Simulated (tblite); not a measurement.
C₉H₉ (doublet state).
Structure used (GFN2-xTB), in Å, numbered top down from 1:
```xyz
18
C9H9 angstrom
C      4.5505   -0.3298   -0.2089
C      3.4177    0.0429   -0.3465
C      2.0928    0.5035   -0.5305
C      1.0583    0.0363    0.1123
C     -0.3927    0.1883    0.2331
C     -0.8150    1.3473   -0.5453
C     -1.0924    2.2950   -1.2233
C     -1.1227   -1.0849   -0.2397
C     -2.6174   -1.0079    0.0411
H      5.5363   -0.6645   -0.0809
H      2.0069    1.3076   -1.2732
H     -0.6459    0.3686    1.2880
H     -1.3703    3.1266   -1.8001
H     -0.9517   -1.2108   -1.3112
H     -0.6894   -1.9450    0.2755
H     -2.8040   -0.9272    1.1106
H     -3.0515   -0.1394   -0.4502
H     -3.1182   -1.9003   -0.3270
```

The geometry is computed with GFN2-xTB (gas phase). This method treats the open shell by occupation alone, without spin polarisation.

Take the most abundant isotopes and a rigid rotor. The values belong to one conformer with, in the numbering `[CH:1]#[C:2]/[CH:3]=[C:4]/[C@@H:5]([C:6]#[CH:7])[CH2:8][CH3:9]`, C3–C4–C5–C6 -8°, C4–C5–C8–C9 173°.

(1) What are A, B and C (GHz)?

(2) What kind of rotor is it?

(3) Is it planar, by Δ = Ic − Ia − Ib?

(4) Give the other two planar moments, Paa and Pbb, and the rms extents of the mass along the axes.

(5) Where do the levels up to J = 4 lie, in MHz?

(6) Estimate the classical rotational partition function at 25 K, 200 K and 500 K.

Results:

(1) Ia = 161.74, Ib = 628.91, Ic = 763.51 u·Å²; 505379 MHz·u·Å²/I gives 3125, 803.6 and 661.9 MHz, that is A = 3.1246, B = 0.8036, C = 0.6619 GHz.

(2) An asymmetric top; Ray's κ = -0.885.

(3) Not planar: Δ = Ic − Ia − Ib = -27.14 u·Å². For a rigid frame Δ = −2 Σ m c², so Σ m c² = 13.57 u·Å² lies off the ab plane: 6.53 from hydrogen and 7.04 from heavier atoms. The atom farthest from that plane is 1.56 Å away.

(4) Paa = Σ m a² = (Ib + Ic − Ia)/2 = 615.34 and Pbb = Σ m b² = (Ia + Ic − Ib)/2 = 148.17 u·Å². With the mass M = 117.07 u, the rms extents √(P/M) along a, b and c are 2.29, 1.13, 0.34 Å.

(5) Above 0(0,0):
J = 1: 1(0,1) 1465, 1(1,1) 3787, 1(1,0) 3928
J = 2: 2(0,2) 4390, 2(1,2) 6576, 2(1,1) 7001, 2(2,1) 13964, 2(2,0) 13970
J = 3: 3(0,3) 8762, 3(1,3) 10756, 3(1,2) 11606, 3(2,2) 18361, 3(2,1) 18392, 3(3,1) 30324, 3(3,0) 30324
J = 4: 4(0,4) 14561, 4(1,4) 16323, 4(1,3) 17738, 4(2,3) 24218, 4(2,2) 24311, 4(3,2) 36198, 4(3,1) 36199, 4(4,1) 52930, 4(4,0) 52930
The levels of one J sum to (2J + 1)J(J + 1)(A + B + C)/3.

(6) Point group C1, symmetry number σ = 1; q = (√π/σ)·√((kT/h)³/(ABC)), k/h = 20836.6 MHz/K: 16300 at 25 K, 370000 at 200 K, 1460000 at 500 K.

For this open shell read J as N, the rotation without spin; fine and hyperfine splittings come on top. Its GFN2-xTB frequencies are all real (lowest 32 cm⁻¹). No vibrational averaging or centrifugal distortion is included, and the geometry carries the error of its method.
